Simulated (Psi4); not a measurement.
beryllium atom (Be), singlet; REVPBE/def2-SVPD in Psi4.

The Psi4 input:
```
memory 2 GB

molecule mol {
0 1
Be    0.000000    0.000000    0.000000
}

set {
  basis def2-svpd
  reference rks
}

energy('revpbe')
print_variables()
```

Q: Write the output that Psi4 gives for this input, abridged.

A: 
```
   => Loading Basis Set <=

    Name: DEF2-SVPD
    Role: ORBITAL
    Keyword: BASIS

         ---------------------------------------------------------
                                   SCF
               by Justin Turney, Rob Parrish, Andy Simmonett
                          and Daniel G. A. Smith
                              RKS Reference
         ---------------------------------------------------------

  ==> Geometry <==

    Molecular point group: d2h
    Geometry (in Angstrom), charge = 0, multiplicity = 1:

       Center              X                  Y                   Z               Mass
    ------------   -----------------  -----------------  -----------------  -----------------
         BE           0.000000000000     0.000000000000     0.000000000000     9.012183065000

  Running in d2h symmetry.

  Rotational constants: A = ************  B = ************  C = ************ [cm^-1]
  Rotational constants: A = ************  B = ************  C = ************ [MHz]
  Nuclear repulsion =    0.000000000000000

  Charge       = 0
  Multiplicity = 1
  Electrons    = 4
  Nalpha       = 2
  Nbeta        = 2

  ==> Algorithm <==

  SCF Algorithm Type is DF.
  DIIS enabled.
  MOM disabled.
  Fractional occupation disabled.
  Guess Type is CORE.
  Energy threshold   = 1.00e-06
  Density threshold  = 1.00e-06
  Integral threshold = 1.00e-12

  ==> Primary Basis <==

  Basis Set: DEF2-SVPD
    Blend: DEF2-SVPD
    Number of shells: 6
    Number of basis functions: 12
    Number of Cartesian functions: 12
    Spherical Harmonics?: true
    Max angular momentum: 1

  ==> DFT Potential <==

   => LibXC <=

    Version 7.1.2
    S. Lehtola, C. Steigemann, M. J. T. Oliveira, and M. A. L. Marques,  SoftwareX 7, 1–5 (2018) (10.1016/j.softx.2017.11.002)

   => Composite Functional: REVPBE <=

    revPBE GGA Exchange-Correlation Functional

    Y. Zhang and W. Yang, Phys. Rev. Lett. 80, 890, 1998

    Deriv               =              1
    GGA                 =           TRUE
    Meta                =          FALSE

    Exchange Hybrid     =          FALSE
    MP2 Hybrid          =          FALSE

   => Exchange Functionals <=

    1.0000   XC_GGA_X_PBE_R

   => Correlation Functionals <=

    1.0000     XC_GGA_C_PBE

   => LibXC Density Thresholds  <==

    XC_GGA_C_PBE:  1.00E-12
    XC_GGA_X_PBE_R:  1.00E-15

   => Molecular Quadrature <=

    Radial Scheme          =       TREUTLER
    Pruning Scheme         =           NONE
    Nuclear Scheme         =       TREUTLER

    Blocking Scheme        =         OCTREE
    BS radius alpha        =              1
    Pruning alpha          =              1
    Radial Points          =             75
    Spherical Points       =            302
    Total Points           =          22046
    Total Blocks           =            242
    Max Points             =            249
    Max Functions          =             12
    Weights Tolerance      =       1.00E-15

   => Loading Basis Set <=

    Name: (DEF2-SVPD AUX)
    Role: JKFIT
    Keyword: DF_BASIS_SCF

  ==> Integral Setup <==

  SCF_SUBTYPE=INCORE selected. In-core MEM_DF algorithm will be used.
  Using in-core AOs.

  ==> MemDFJK: Density-Fitted J/K Matrices <==

    J tasked:                   Yes
    K tasked:                    No
    wK tasked:                   No
    Algorithm:                 Core
    Schwarz Cutoff:           1E-12
    Mask sparsity (%):       0.0000
    Fitting Condition:        1E-10

   => Auxiliary Basis Set <=

  Basis Set: (DEF2-SVPD AUX)
    Blend: DEF2-UNIVERSAL-JKFIT
    Number of shells: 17
    Number of basis functions: 51
    Number of Cartesian functions: 60
    Spherical Harmonics?: true
    Max angular momentum: 3

  Minimum eigenvalue in the overlap matrix is 8.7878257032E-02.
  Reciprocal condition number of the overlap matrix is 3.9596937477E-02.
    Using symmetric orthogonalization.

  ==> Pre-Iterations <==

  SCF Guess: Core (One-Electron) Hamiltonian.

   -------------------------------------------------------
    Irrep   Nso     Nmo     Nalpha   Nbeta   Ndocc  Nsocc
   -------------------------------------------------------
     Ag         3       3       2       2       2       0
     B1g        0       0       0       0       0       0
     B2g        0       0       0       0       0       0
     B3g        0       0       0       0       0       0
     Au         0       0       0       0       0       0
     B1u        3       3       0       0       0       0
     B2u        3       3       0       0       0       0
     B3u        3       3       0       0       0       0
   -------------------------------------------------------
    Total      12      12       2       2       2       0
   -------------------------------------------------------

  ==> Iterations <==

                           Total Energy        Delta E     RMS |[F,P]|

   @DF-RKS iter   1:   -14.53708813951946   -1.45371e+01   2.88810e-02 ADIIS/DIIS
   @DF-RKS iter   2:   -14.64245303898260   -1.05365e-01   6.91649e-03 ADIIS/DIIS
   @DF-RKS iter   3:   -14.64615277475180   -3.69974e-03   2.63855e-04 ADIIS/DIIS
   @DF-RKS iter   4:   -14.64615960869526   -6.83394e-06   1.60253e-05 DIIS
   @DF-RKS iter   5:   -14.64615963395794   -2.52627e-08   3.32729e-09 DIIS
  Energy and wave function converged.

  ==> Post-Iterations <==

   Electrons on quadrature grid:
      Ntotal   =    4.0000000000 ; deviation = -6.870e-12

    Orbital Energies [Eh]
    ---------------------

    Doubly Occupied:

[...]
    Virtual:

[...]
       3B1u    0.277023

    Final Occupation by Irrep:
             Ag   B1g   B2g   B3g    Au   B1u   B2u   B3u
    DOCC [     2,    0,    0,    0,    0,    0,    0,    0 ]
    NA   [     2,    0,    0,    0,    0,    0,    0,    0 ]
    NB   [     2,    0,    0,    0,    0,    0,    0,    0 ]

  @DF-RKS Final Energy:   -14.64615963395794

   => Energetics <=

    Nuclear Repulsion Energy =              0.0000000000000000
    One-Electron Energy =                 -19.0555338155107066
    Two-Electron Energy =                   7.1654955435843890
    DFT Exchange-Correlation Energy =      -2.7561213620316201
    Empirical Dispersion Energy =           0.0000000000000000
    VV10 Nonlocal Energy =                  0.0000000000000000
    Total Energy =                        -14.6461596339579394

Computation Completed

Properties will be evaluated at   0.000000,   0.000000,   0.000000 [a0]

Properties computed using the SCF density matrix

 Multipole Moments:

 ------------------------------------------------------------------------------------
     Multipole            Electronic (a.u.)      Nuclear  (a.u.)        Total (a.u.)
 ------------------------------------------------------------------------------------

 L = 1.  Multiply by 2.5417464519 to convert [e a0] to [Debye]
 Dipole X            :          0.0000000            0.0000000            0.0000000
 Dipole Y            :          0.0000000            0.0000000            0.0000000
 Dipole Z            :          0.0000000            0.0000000            0.0000000
 Magnitude           :                                                    0.0000000

 ------------------------------------------------------------------------------------

  Variable Map:
  ----------------------------------------------------------------------------
[...]
  Array Variable Map:
  ----------------------------------------------------------------------------
[...]
[...]
```
